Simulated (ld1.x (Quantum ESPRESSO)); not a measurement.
# Pseudopotential generation for erbium: TM semilocal, PBE, scalar-relativistic.

Er (Z = 68), norm-conserving Troullier–Martins (semilocal form), made with ld1.x (Quantum ESPRESSO) 7.5 (PBE, scalar-relativistic). Core [Kr] 4d10 4f11, reference 5s2 5p6 5d1 6s1.5 6p0 (charge +0.5). Waves: 5s (bound): rc 1.30 bohr; 5d (bound): rc 0.70 bohr; 5p (bound): rc 1.90 bohr. Local part: the p channel. Core correction: Bessel-smoothed model core inside 0.35 bohr.

Occupied shells without a wave of their own: 6s. They enter only through the test configuration that unscreens the potential, and ld1.x also counts them in the model core charge.

Does this generation succeed?

No. ld1.x (Quantum ESPRESSO) 7.5 stopped with "run_pseudo: Errors in PS-KS equation": the pseudo-atom solver did not find the valence states with the expected number of nodes, which is the usual sign of a ghost state. The 5d radius of 0.70 bohr lies inside the outermost node of the all-electron wave at 0.73 bohr. Before that it printed "Warning: n=3, l=2 expected 0 nodes, found *".
